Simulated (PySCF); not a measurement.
TlI, SMILES [I][Tl].

Geometry optimised at B3LYP-D3(BJ)/def2-TZVP. The def2 effective core potentials stand for the cores of I, Tl; spin–orbit coupling is left out.

Computed with B3LYP-D3(BJ)/def2-TZVP (PySCF).

Frequencies are harmonic and unscaled.

| mode | ν (cm⁻¹) | IR (km/mol) | Raman (Å⁴/amu) | depolarisation | moving atoms (share of kinetic energy) |
|---|---|---|---|---|---|
| 1 | 142 | 22.3 | 6.6 | 0.30 | I 62 %, Tl 38 % |
